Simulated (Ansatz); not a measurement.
C₂H₈OSSi, SMILES `CO[SiH2]SC` at its PBE0-D4/def2-TZVP geometry, where that method's forces vanish. Total charge 0; spin multiplicity 1.

```xyz
13

C     0.4528    1.8639    0.3922
O    -0.9150    1.5396    0.3166
Si   -1.4734    0.0007    0.2409
S    -0.7359   -1.1558   -1.3816
C     0.8235   -1.7773   -0.6840
H     0.9645    1.6297   -0.5476
H     0.5416    2.9353    0.5782
H     0.9523    1.3283    1.2092
H    -1.0877   -0.7262    1.4835
H    -2.9356    0.1209    0.0660
H     1.6034   -1.0175   -0.7185
H     1.1285   -2.6250   -1.2967
H     0.6810   -2.1166    0.3418
```

What forces (eV/Å) does r2SCAN-D4/def2-TZVPP give on these atoms in Ansatz 0.2.0? (An estimate is asked.)

Ansatz gave: 
```
C1   0.310  0.083  0.019
O2  -0.299  0.011 -0.008
Si3 -0.059 -0.040  0.031
S4  -0.145  0.031 -0.102
C5   0.178 -0.080  0.072
H6  -0.003 -0.003  0.000
H7  -0.001 -0.016 -0.003
H8   0.002 -0.005  0.001
H9  -0.008  0.010 -0.011
H10  0.029  0.000  0.008
H11 -0.012 -0.016  0.003
H12 -0.002  0.022  0.016
H13  0.008  0.005 -0.025
```
